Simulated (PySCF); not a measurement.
# Copper: a sound run and one with changed settings

Sound run: Cu [Ar] 3d10 4s1, Cu⁺ [Ar] 3d10. Computed with PySCF 2.14 in cc-pVTZ-DK (7s6p4d2f1g, 68 functions), with the spin-free X2C one-electron Hamiltonian (Gaussian nucleus). In the sound run the correlated levels freeze [Ar]. The sound run starts from symmetry-adapted Hartree-Fock orbitals and uses a fine grid where one is needed.

Changed run: a valence shell is frozen. This setting is unsound on purpose.

Ionisation energy of Cu:

```csv
method,sound run (eV),changed run (eV)
UHF,6.574,6.574
MP2,7.475,6.574
SCS-MP2,7.326,6.574
CCSD,n/a,6.574
CCSD(T),n/a,6.574
CCSDT,n/a,6.574
FCI,n/a,6.574
```

Freezing a valence shell removes pair correlation that changes on ionisation.

For comparison, NIST gives 7.726 eV between the lowest levels.
